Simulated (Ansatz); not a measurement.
Ga₂H₄F₂⁺, that is (H2Ga-mu-F)2 with one electron fewer. Charge 1, multiplicity 2. Geometry PBE0-D4/def2-SVP, that of the neutral singlet; atoms count from 1.

```xyz
8

Ga   -0.273    0.704   -1.298
H    -1.786    0.727   -1.651
H     1.022    1.238   -1.971
F    -0.123    1.069    0.606
Ga    0.273   -0.704    1.298
H     1.785   -0.730    1.656
H    -1.025   -1.236    1.967
F     0.128   -1.068   -0.607
```

**Question.** Estimate the Mulliken populations from the PBE0/def2-TZVP orbitals of Ansatz.

**Answer.** 
```json
{"atom": "Ga1", "charge (e)": "0.61", "spin (α − β)": "0.05"}
{"atom": "H2", "charge (e)": "0.10", "spin (α − β)": "0.20"}
{"atom": "H3", "charge (e)": "0.10", "spin (α − β)": "0.20"}
{"atom": "F4", "charge (e)": "-0.31", "spin (α − β)": "0.06"}
{"atom": "Ga5", "charge (e)": "0.61", "spin (α − β)": "0.05"}
{"atom": "H6", "charge (e)": "0.10", "spin (α − β)": "0.20"}
{"atom": "H7", "charge (e)": "0.10", "spin (α − β)": "0.20"}
{"atom": "F8", "charge (e)": "-0.31", "spin (α − β)": "0.06"}
```
Mulliken values and Mayer orders depend strongly on the basis.

**Question.** Where does the spin sit?

**Answer.** Summed by element: Ga 0.10, H 0.79, F 0.11, of 1 unpaired in all. Largest on single atoms: H2 0.20, H7 0.20, H3 0.20.

**Question.** And the Mayer bond orders between bonded heavy atoms (over 0.3)?

**Answer.** Ga1–F4 0.53 (1.94 Å); Ga1–F8 0.53 (1.94 Å); F4–Ga5 0.53 (1.94 Å); Ga5–F8 0.53 (1.94 Å).
